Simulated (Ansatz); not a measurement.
Relaxation of ClGe$_{2}$H$_{5}$O (9 atoms, charge 0, multiplicity 1), to a largest force component of 0.03 eV/Å in at most 50 steps.

These are results of Ansatz 0.2.0, RKS B3LYP/def2-SVP, not measurements.

```xyz
9
Properties=species:S:1:pos:R:3
Ge 0.117 -0.071 0.116
H 0.149 -0.286 1.643
Ge 2.503 0.050 0.196
H 2.922 -1.348 0.702
H 3.348 0.433 -1.036
H 2.735 1.072 1.332
O -0.716 1.415 -0.406
H -1.671 1.369 -0.258
Cl -0.845 -1.788 -0.833
```

Problem. Where does it end, and by what steps?

Solution. It converged. After 9 steps the energy has fallen by 0.362 eV; H2 moved furthest, 0.72 Å.

```tsv
step	energy less start (eV)	largest force component (eV/Å)	accepted
0	0.0000	0.885	yes
1	-0.1651	0.335	yes
2	-0.2763	0.312	yes
3	-0.3370	0.296	yes
4	-0.3569	0.236	yes
5	-0.3592	0.248	yes
6	-0.3589	0.189	no
7	-0.3611	0.042	yes
8	-0.3615	0.052	yes
9	-0.3617	0.007	yes
```

```xyz
9
Properties=species:S:1:pos:R:3
Ge 0.094 -0.116 0.363
H -0.556 -0.417 1.735
Ge 2.524 0.047 0.255
H 3.128 -1.298 0.701
H 2.934 0.349 -1.196
H 3.019 1.168 1.189
O -0.537 1.422 -0.290
H -1.502 1.444 -0.353
Cl -0.562 -1.754 -0.949
```

Whether the end is a true minimum wasn't checked by a vibrational analysis.

The run took 26 s on 4 threads of Arm Neoverse V1, on a shared host, peak memory 0.34 GiB.
